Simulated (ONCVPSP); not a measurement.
Transferability test, ONCV potential for Mg

```
Element                 : magnesium (Mg)
Generator               : ONCVPSP 4.0.1
Type                    : optimised norm-conserving Vanderbilt (ONCV)
Functional              : LDA (Perdew-Wang 92)
Relativity              : scalar-relativistic
Frozen core             : [He]
Valence charge          : 10
Reference configuration : 2s2 2p6 3s2
Partial waves           : 2s+3s: rc 1.40 bohr, ncon 4, nbas 9, qcut 8.4 1/bohr, 2 projectors; 2p: rc 1.00 bohr, ncon 5, nbas 9, qcut 16.4 1/bohr, 2 projectors, debl 3 Ha
Local potential         : polynomial inside 0.95 bohr (lpopt 5, dvloc0 0 Ha)
Core correction         : Teter function, fcfact 5.75, rcfact 1.7
```

Energies are relative to the spin-unpolarised reference configuration 2s2 2p6 3s2; without spin polarisation the order of configurations can differ from experiment.

| valence configuration | charge | ΔE all-electron (eV) | error AE − PS (meV) |
| --- | --- | --- | --- |
| 2s2 2p6 3s1 | +1 | 8.068 | -0.2 |
| 2s2 2p6 3s1.5 | +0.5 | 3.189 | -0.1 |

**Question.** What are ΔE and the potential's error for 2s1 2p6 3s2?

**Answer.** ΔE = 90.920 eV all-electron; the error (AE − PS) is -199 meV.

**Question.** What are ΔE and the potential's error for 2s2 2p6 3s0?

**Answer.** ΔE = 23.111 eV all-electron; the error (AE − PS) is -1.2 meV.

Levels in the configuration 2s2 2p6 3s1.5:

```json
{"level": "2s", "all-electron (eV)": "-83.578", "pseudo (eV)": "-83.581"}
{"level": "2p", "all-electron (eV)": "-51.001", "pseudo (eV)": "-51.004"}
{"level": "3s", "all-electron (eV)": "-8.026", "pseudo (eV)": "-8.026"}
```
